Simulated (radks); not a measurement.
Question: Species: Sb3+. Configuration: [Kr] 4d10 5s2. Method: scalar-relativistic Kohn-Sham, r2SCAN, spin-unpolarised, spherical densities, finite nucleus; meta-GGA in the generalised Kohn-Sham scheme; Fermi nuclear charge, rms radius 4.6802 fm; computed with a radial shooting solver on a logarithmic mesh with Libxc functionals. Some entries of the table are withheld. Estimate them.

| orbital | occ. | eigenvalue (Ry) | <r> (bohr) | <1/r> (bohr^-1) |
|---|---|---|---|---|
| 1s | 2 | -2233.618 | (1) | 54.32 |
| 2s | 2 | -342.9262 | 0.1226 | (2) |
| 2p | 6 | -307.8633 | 0.1071 | 11.91 |
| 3s | 2 | -69.45932 | 0.3298 | (3) |
| 3p | 6 | -57.94874 | 0.3282 | 4.216 |
| 3d | 10 | -40.41718 | 0.3054 | 3.976 |
| 4s | 2 | -13.39246 | 0.7923 | 1.750 |
| 4p | 6 | -9.85301 | 0.8527 | 1.596 |
| 4d | 10 | -4.68132 | 1.019 | 1.302 |
| 5s | 2 | -2.86922 | (4) | 0.6404 |

Answer: 
(1) 1s <r> (bohr): 0.02843
(2) 2s <1/r> (bohr^-1): 12.43
(3) 3s <1/r> (bohr^-1): 4.437
(4) 5s <r> (bohr): 2.023
